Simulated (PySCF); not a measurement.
**[Nd(NH2)2]+ at several levels of theory**

Computed with PySCF 2.14.0 (density fitting, no spin-orbit coupling) at the geometry relaxed with PBE:

```xyz
7
[Nd(NH2)2]+ (singlet in the valence; each metal's 4f electrons, 3 of them, lie in its core potential, out of spins and levels)
Nd   -0.0533   -1.2070   -0.0076
N    -0.1067    0.1157    1.6679
H    -0.0521    1.1424    1.5730
H    -0.1809   -0.0745    2.6795
N     0.1313    0.1250   -1.6660
H     0.2056   -0.0737   -2.6762
H     0.1712    1.1525   -1.5707
```

```tsv
level	basis	state	HOMO (eV)	gap (eV)	charge on Nd1 (e)	population of f-type functions on Nd1 (polarisation alone where 4f lies in the core)	dipole about the centre of mass (D)	largest force component (eV/Å)
PBE	Nd lcecp-1-SVP with ECP49, N def2-SVP, H def2-SVP	singlet	-10.31	3.24	1.06	0.06	2.25	0.02
PBE	Nd lcecp-1-TZVP with ECP49, N def2-TZVP, H def2-TZVP	singlet	-10.34	3.27	1.57	0.06	2.61	0.30
```

In the lcecp rows the 4f levels are missing from HOMO and gap, and the state counts the valence alone.

Charges are Mulliken's, which hang on the basis. The relaxation used the grid (50, 194), these runs (75, 302) or, all-electron (x2c bases, spin-free X2C Hamiltonian), (99, 590).

(1) Order these levels, in the first row's basis, by the HOMO–LUMO gap they give here, smallest first.
A. TPSS
B. TPSSh
C. CAM-B3LYP
D. HF

(2) And their other results?

An lcecp potential fixes the number of 4f electrons, so in runs with it no electron can move into or out of that shell.

## Answers

(1) A (3.46 eV), B (4.21 eV), C (7.19 eV), D (10.23 eV).

(2) 
| level | state | HOMO (eV) | gap (eV) | charge on Nd1 (e) | population of f-type functions on Nd1 (polarisation alone where 4f lies in the core) | dipole about the centre of mass (D) | largest force component (eV/Å) |
| --- | --- | --- | --- | --- | --- | --- | --- |
| HF | singlet | -14.53 | 10.23 | 1.54 | 0.07 | 4.09 | 1.16 |
| TPSSh | singlet | -10.79 | 4.21 | 1.19 | 0.06 | 2.71 | 0.29 |
| TPSS | singlet | -10.29 | 3.46 | 1.14 | 0.06 | 2.52 | 0.24 |
| CAM-B3LYP | singlet | -12.87 | 7.19 | 1.20 | 0.07 | 3.02 | 0.36 |
